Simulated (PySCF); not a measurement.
# Structure from NMR data

Molecular formula: C₅H₆OS. Simulated spectra:

1H NMR (300 MHz, computed): δ 7.51 (m, 1H), 6.51 (m, 1H), 6.29 (m, 1H), 3.66 (s, 2H), 2.40 (br s, 1H).

13C{1H} NMR (computed): δ 161.9, 148.3, 117.0, 112.4, 28.2.

Computed data (PySCF 2.14.0 with density-fitted response routines): σ from GIAO-B97-2/pcSseg-2, geometry: PBE0-D3(BJ)/def2-TZVP. Non-relativistic Hamiltonian, no solvent, equivalent nuclei averaged, a single conformation.

Scale: 1H (σref 31.64), 13C (σref 185.38) against TMS (reference shieldings calculated alike).

Task: What is the structure?

Result: 
1. Rings plus π bonds: 3.
2. 5 carbon signals for 5 carbons: no two carbons are equivalent.
3. Carbon types of the structure: 1 × C, 3 × CH, 1 × CH2, leaving 1 H on heteroatoms.
4. δC 161.9: substituted aromatic carbon next to the ring oxygen.
5. δC 148.3: aromatic CH next to the ring oxygen.
6. δC 117.0, 112.4: aromatic CH.
7. δC 28.2: sp3 CH2 bonded to S, on an aromatic ring.
8. δH 7.51: hydrogen on an aromatic CH next to the ring oxygen; the ring current deshields protons in the ring plane.
9. δH 6.51, 6.29: hydrogen on an aromatic CH; aromatic region.
10. δH 2.40: hydrogen on a thiol sulfur; exchangeable, gas-phase position.

These data were computed for SMILES SCc1ccco1.

This is the structure that produced the data.

OH and NH positions are those of a molecule without intermolecular hydrogen bonds; in solution they move with solvent, concentration and temperature, and exchange usually removes their couplings. Shifts are as computed. Against solution values, carbons near 30 ppm lie about +3 ppm off and those near 130 ppm about +7 ppm; carbons on S a further +4 ppm. Of 1211 compounds with measured shifts, 218 miss one by over three times the rms of a fit or turn the order of signals round; such compounds aren't used in these exercises. Multiplicities follow the n + 1 count of equivalent neighbours, as no J values were calculated; m marks all less simple cases, F and P coupling included.
